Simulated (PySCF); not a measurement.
C12H11N.
InChI=1S/C12H11N/c1-2-6-11(7-3-1)10-12-8-4-5-9-13-12/h1-9H,10H2

Torsions of this conformer, `[cH:1]1[cH:2][cH:3][c:4]([CH2:5][c:6]2[cH:7][cH:8][cH:9][cH:10][n:11]2)[cH:12][cH:13]1`: C3–C4–C5–C6 65°, C4–C5–C6–C7 64°.

The closed-shell ground state was solved at several levels (PySCF, density fitting, gas phase, non-relativistic). Geometry: PBE0-D3(BJ)/def2-SVP, one conformer, isolated molecule.

```tsv
level	basis functions	total energy (Eh)	HOMO (eV)	LUMO (eV)	gap (eV)	dipole (D)
KT2/pcSseg-1	276	-527.8839	-5.94	-1.67	4.27	1.87
B3LYP/pcJ-1	461	-518.6749	-6.71	-0.94	5.77	1.96
B3LYP/def2-SVPD	348	-518.3089	-6.74	-1.04	5.70	1.92
```

**Question.** Estimate the row for PBE0/pcSseg-1, a basis of 276 functions; the other rows only guide the guess.

**Answer.** Total energy -517.9715 Eh, HOMO -6.96 eV, LUMO -0.79 eV, gap 6.17 eV, dipole 1.97 D.

**Question.** Over all these levels, which gives the widest orbital gap and which the narrowest?

**Answer.** PBE0/pcSseg-1 (global hybrid, 25 % exact exchange) has the widest, 6.17 eV, and KT2/pcSseg-1 (GGA) the narrowest, 4.27 eV. The two share the basis. From the narrowest to the widest the HOMO moves by -1.02 eV and the LUMO by +0.88 eV.

**Question.** How far do the dipole and the HOMO energy spread over the levels?

**Answer.** The dipole runs from 1.87 to 1.97 D (mean 1.93 D) and the HOMO from -6.96 to -5.94 eV.
